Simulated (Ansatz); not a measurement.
Reaction (ligand exchange at a B–C bond): `BCS[SiH2][SiH3]` + `OC(O)[SiH3]` → `BOC(O)[SiH3]` + `CS[SiH2][SiH3]`

Program: Ansatz. Geometries: PBE0-D4/def2-TZVP. ΔE: electronic, gas phase. CBS: MP2 limit from def2 TZ/QZ plus the TZ coupled-cluster correction, frozen cores. Functionals use def2-TZVPP. B3LYP here is the variant with VWN-RPA as its local correlation; programs differ in this. Each species was taken in one conformer, which may not be the lowest.

```
             level  ΔE (kJ/mol)  difference from CCSD(T)/CBS
         r2SCAN-D4       -135.8                          0.0
          B3LYP-D4       -140.1                         -4.3
            B2PLYP       -142.1                         -6.3
               PBE       -133.5                          2.3
             B3LYP       -142.2                         -6.4
     HF/def2-TZVPP       -142.9                         -7.1
SCS-MP2/def2-TZVPP       -140.7                         -4.9
     HF/def2-QZVPP       -143.6                         -7.8
    MP2/def2-QZVPP       -137.6                         -1.8
      HF/CBS(def2)       -143.7                         -7.9
       CCSD(T)/CBS       -135.8                            0
```

Largest T1 diagnostic among the species: 0.014.

In def2-TZVPP, CCSD(T) changes the Hartree–Fock value by +4.2 kJ/mol (the triples alone add −0.5 kJ/mol) and MP2 by +3.9 kJ/mol.

CCSD(T)/CBS has its own doubt, a few kJ/mol and more with outer-core shells, so smaller differences from it don't rank the levels.
